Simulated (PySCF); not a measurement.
**A survey of 15N NMR shifts**

PySCF 2.14 calculation with σ from GIAO-PBE0/pcSseg-1 and GFN2-xTB geometry; equivalent nuclei averaged, gas phase, no relativistic terms, one conformer.

Shieldings were converted by a linear fit to measured shifts: 15N: δ = -148.07 − 0.921σ (rms 6.3 ppm, 71 shifts vs CH3NO2, solution or neat liquid). Occasional misses reach two or three times the rms, and more in compound classes unlike the fitted ones.

Task: Give the 15N shifts of `C/N=C\C[Si@H](Cl)CC#N`, `Cc1snnc1[SiH3]`, `C=N[Si@@H](S)N([SiH3])[SiH3]`, `FC[C@@H]1CN[Si@H](CF)N1`.

Result: 
```csv
compound,environment,δ (ppm)
[CH3:1]/[N:2]=[CH:3]\[CH2:4][Si@H:5]([Cl:6])[CH2:7][C:8]#[N:9],N2: imine nitrogen,-31.8
[CH3:1]/[N:2]=[CH:3]\[CH2:4][Si@H:5]([Cl:6])[CH2:7][C:8]#[N:9],N9: nitrile nitrogen,-118.8
[CH3:1][c:2]1[s:3][n:4][n:5][c:6]1[SiH3:7],N5: pyridine-type nitrogen of an azole,61.6
[CH3:1][c:2]1[s:3][n:4][n:5][c:6]1[SiH3:7],N4: pyridine-type nitrogen of an azole,31.2
[CH2:1]=[N:2][Si@@H:3]([SH:4])[N:5]([SiH3:6])[SiH3:7],N2: imine nitrogen,-3.1
[CH2:1]=[N:2][Si@@H:3]([SH:4])[N:5]([SiH3:6])[SiH3:7],N5: nitrogen bonded to 3 Si,-394.1
[F:1][CH2:2][C@@H:3]1[CH2:4][NH:5][Si@H:6]([CH2:7][F:8])[NH:9]1,"N9: nitrogen bonded to C, Si, H, in a 5-membered ring",-365.7
[F:1][CH2:2][C@@H:3]1[CH2:4][NH:5][Si@H:6]([CH2:7][F:8])[NH:9]1,"N5: nitrogen bonded to C, Si, H, in a 5-membered ring",-372.3
```

Task: Match the shifts -8.0, -53.7, -294.5 ppm to `CS[C@@H]1SCC[Si@@H]1C#N`, `C=N[SiH3]`, `CCC/C=C\N(C)/C=C\F`.

Result: -8.0: C=N[SiH3] (imine nitrogen); -53.7: CS[C@@H]1SCC[Si@@H]1C#N (nitrile nitrogen); -294.5: CCC/C=C\N(C)/C=C\F (enamine nitrogen).
